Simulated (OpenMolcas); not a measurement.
# Ni4+, Pd4+, Pt4+: d⁶ down the group

```
Program             : OpenMolcas 26.06
Method              : SS-CASPT2, IPEA 0.25 Eh, imaginary shift 0.1 Eh
Basis               : ANO-RCC-VTZP
Scalar Hamiltonian  : DKH2, point nucleus
Spin-orbit coupling : RASSI with atomic mean-field integrals over the reference wave functions, term energies averaged over their components
```

Active space for each ion: 6 electrons in 5 orbitals (d); closed shells correlated by CASPT2: Ni4+ 3s 3p; Pd4+ 4s 4p; Pt4+ 5s 5p.

Computed levels in cm-1 above ⁵D₄:

```
                               Level   Ni4+   Pd4+   Pt4+
                                 ⁵D₃    857   2070   7760
                                 ⁵D₁   1814   3910  11170
                                 ⁵D₀   1996   4270  11210
                                 ³H₆  27750  20320  22610
                                 ³H₅  28140  20600  35000
                              ³P₁(1)  28900  25380  42620
                              ³F₂(1)  30350  23550  27060
                                 ³G₅  33920  25640  22070
                                 ³G₄  34680  27140  34210
weight of ⁵D in the lowest level (%)    100     98     79
```

Mixed levels, with the weight of the term that names them: Pt4+ ⁵D₀ (73 %), Pt4+ ³H₅ (52 %), Pt4+ ³P₁(1) (71 %), Pt4+ ³F₂(1) (67 %), Pt4+ ³G₅ (52 %), Pt4+ ³G₄ (58 %).

Measured, with the error of the calculation in %. Measured levels: Ni4+ from Corliss and Sugar, J. Phys. Chem. Ref. Data 10, 197 (1981).

| Level | Ni4+ |
| --- | --- |
| ⁵D₃ | 890 (-3.7) |
| ⁵D₁ | 1872 (-3.1) |
| ⁵D₀ | 2058 (-3.0) |
| ³H₆ | 27111 (+2.4) |
| ³H₅ | 27578 (+2.0) |
| ³P₁(1) | 28698 (+0.7) |
| ³F₂(1) | 29899 (+1.5) |
| ³G₅ | 33256 (+2.0) |
| ³G₄ | 34062 (+1.8) |

The fine-structure level ⁵D₀ changes by a factor of 5.62 from Ni4+ to Pt4+.

Without spin-orbit coupling ³H lies 27320, 19280, 17900 cm-1 above ⁵D in that order; the difference to the level ³H₆, of either sign, comes from spin-orbit coupling, which also lowers the zero.

CASPT2 breaks the degeneracy within a term, and the mean is taken; among the terms shown or strongly mixed into the levels shown the widest spread is 300 cm-1 (5d⁶ ¹G(1), Pt4+). Measured partners are found by configuration, term and J. A level has none where our copy of the source lacks it or the pairing is in doubt (some pairs that miss far off the trend of their configuration count as doubtful), and it then counts in no deviation. Levels of configurations outside the active space are missing.

A number in round brackets counts repeated terms of one configuration in the order of the reference energies.
